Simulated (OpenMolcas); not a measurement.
**Fe3+: ligand-field states by method**

Fe3+ with 5 ligands (fluoride) in square pyramidal coordination (C4v) at 1.89 Å, the axial distance 2.060 Å. A charge of +0.4 e stands 2.8 Å behind each ligand. Ligand basis ANO-RCC-VDZP.

| Item | Value |
| --- | --- |
| Program | OpenMolcas |
| Basis | ANO-RCC-VDZP [5s4p2d1f] |
| Scalar Hamiltonian | DKH2, point nucleus |
| Active space | 5 electrons in 5 orbitals (3d) |
| State averaging | 2S+1 = 6 even, 1 root; 2S+1 = 4 even, 24 roots; 2S+1 = 2 even, 75 roots |
| Spin-orbit coupling | state interaction with AMFI integrals over the reference wave functions |

I. CASSCF
II. SS-CASPT2, IPEA 0.25 Eh, imaginary shift 0.1 Eh (closed shells correlated: 3s 3p and the ligand valence shells)
III. SS-CASPT2, IPEA 0 Eh, imaginary shift 0.1 Eh (closed shells correlated: 3s 3p and the ligand valence shells)

Spin-free states in cm-1, each column counted from its own energy of the first state listed:

```csv
State,Degeneracy,I,II,III
2S+1 = 6,1,0,0,0
2S+1 = 4,1,24178,15640,16600
2S+1 = 4,2,25746,16430,17050
2S+1 = 4,1,30452,21670,21640
2S+1 = 4,2,33342,25920,25690
2S+1 = 4,1,34132,27320,26240
2S+1 = 4,1,34498,27640,26550
2S+1 = 4,1,34711,27670,26740
2S+1 = 2,1,37019,23700,25820
2S+1 = 2,2,37798,24100,25900
2S+1 = 4,2,39614,30850,30110
2S+1 = 4,1,39801,30590,29580
2S+1 = 2,1,39943,27450,27970
2S+1 = 2,1,41589,28260,28530
2S+1 = 2,1,41872,28850,28790
2S+1 = 2,2,42658,29070,28750
2S+1 = 4,1,42684,33620,32260
2S+1 = 4,1,42775,33260,32180
2S+1 = 2,1,44010,30530,29670
2S+1 = 4,2,44172,36630,36460
```

From I to II, I's first state of another spin (2S+1 = 4) moves from 24178 to 15640 cm-1, by about -8500 cm-1.

χT at 300 K: I 4.39, II 4.38, III 4.38 cm3 K/mol.

Over all roots computed the reference weight is 0.71 to 0.74 in II, 0.69 to 0.74 in III; a low but even weight reflects the number of correlated electrons. Ligand-to-metal charge-transfer states are missing. With no ligand orbital active B as a rule stays too high, so bands that hang on it stand too high and its fall with covalency is understated. Without dynamic correlation the repulsion within the d shell is too large (B by tens of per cent), so at a given field states of lower spin stand too high (holds for I). With metal d orbitals alone and no dynamic correlation the field as a rule comes out too small, by tens of per cent, by up to half for chloride and softer ligands (holds for I). No measured value stands beside these numbers; the geometry is a model, was not optimised and need not be the one that this ion takes.
